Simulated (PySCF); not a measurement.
Compound: C7H9NO.
SMILES: `N#CC[C@@H]1CC[C@H]2O[C@@H]12`

Level: CAM-B3LYP/def2-SVPD in PySCF, non-relativistic, on one gas-phase PBE0-D3(BJ)/def2-SVP geometry that isn't relaxed in the solvent. The solvent is an IEF-PCM continuum (cavity from Bondi-type radii × 1.2), and excitations are vertical TDDFT with non-equilibrium linear response and a frozen core. Only the electrostatic response of the medium enters.

Gas-phase singlets (H = HOMO, L = LUMO):

```csv
state,E (eV),λ (nm),f,leading configurations
S1,7.558,164,0.001,"H→L 15%, H-3→L+5 14%, H-3→L 11%"
S2,7.724,161,0.003,"H→L 51%, H→L+1 9%"
S3,7.884,157,0.002,"H-3→L+1 12%, H-2→L+1 11%, H-1→L 10%"
S4,7.931,156,0.001,"H-2→L+2 10%, H-3→L+1 9%, H-2→L+1 9%"
S5,8.098,153,0.003,"H→L+1 26%, H→L 20%, H→L+3 9%"
```

Q: How does the list change in tetrahydrofuran (ε = 7.426)?

A: 
```
state  E (eV)  λ (nm)      f             leading configurations  change by rank (eV)
   S1   7.617     163  0.001    H→L 15%, H-3→L+1 14%, H-3→L 12%               +0.059
   S2   7.759     160  0.001      H→L 31%, H→L+2 22%, H→L+3 14%               +0.035
   S3   7.937     156  0.004  H-1→L 10%, H-3→L+2 9%, H-2→L+1 9%               +0.053
   S4   7.967     156  0.003            H-2→L+2 16%, H-2→L+3 9%               +0.036
   S5   8.230     151  0.005                 H→L 38%, H→L+2 24%               +0.132
```

Q: What are the lowest 5 singlets in acetone (ε = 20.49)?

A: 
```csv
state,E (eV),λ (nm),f,leading configurations,change by rank (eV)
S1,7.623,163,0.001,"H→L 17%, H-3→L+1 13%, H-3→L 11%",+0.065
S2,7.752,160,0.002,"H→L 29%, H→L+2 27%, H→L+3 13%",+0.028
S3,7.945,156,0.004,"H-3→L+2 10%, H-1→L 10%, H-2→L 9%",+0.061
S4,7.974,155,0.003,"H-2→L+2 17%, H-2→L+3 10%, H-1→L+2 8%",+0.043
S5,8.259,150,0.004,"H→L 38%, H→L+2 27%",+0.161
```

Q: How do the frontier levels move from gas to acetone?

A: 
```csv
orbital,gas (eV),solvent (eV),change (eV)
LUMO+2,1.63,1.73,+0.10
LUMO+1,1.56,1.70,+0.14
LUMO,0.92,1.34,+0.42
HOMO,-9.41,-9.32,+0.09
HOMO-1,-9.95,-9.79,+0.16
HOMO-2,-10.84,-10.72,+0.12
HOMO-3,-10.96,-10.91,+0.05
```

The HOMO–LUMO gap goes from 10.33 to 10.66 eV. Rows go by rank; for HOMO-3, HOMO-2, LUMO, LUMO+1 and LUMO+2 the atom shares or the degeneracy differ between the runs, so the row needn't follow one orbital.
